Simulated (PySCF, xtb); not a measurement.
Ta(S)(Cl)(NH2)2 (ClH4N2STa), SMILES [NH2][Ta]([NH2])(=[S])[Cl], multiplicity 1. The values are those of a single conformer.

Harmonic wavenumbers (cm⁻¹) from GFN2-xTB (xtb 6.7.1) at its own minimum, in rising order: 62, 91, 106, 136, 146, 200, 249, 323, 448, 481, 491, 537, 542, 569, 577, 1527, 1527, 3370, 3371, 3399, 3400.

Problem. What does PBE-D3(BJ)/def2-SVP run with PySCF give at its own minimum? (Estimate from the structure and the level; the computed values follow.)

Solution. 111, 126, 161, 163, 189, 201, 352, 386, 470, 504, 508, 534, 584, 664, 672, 1450, 1454, 3452, 3455, 3552, 3552. Paired by order, the mean absolute difference is 61 cm⁻¹ and the zero-point energies are 30.8 and 32.2 kcal/mol.
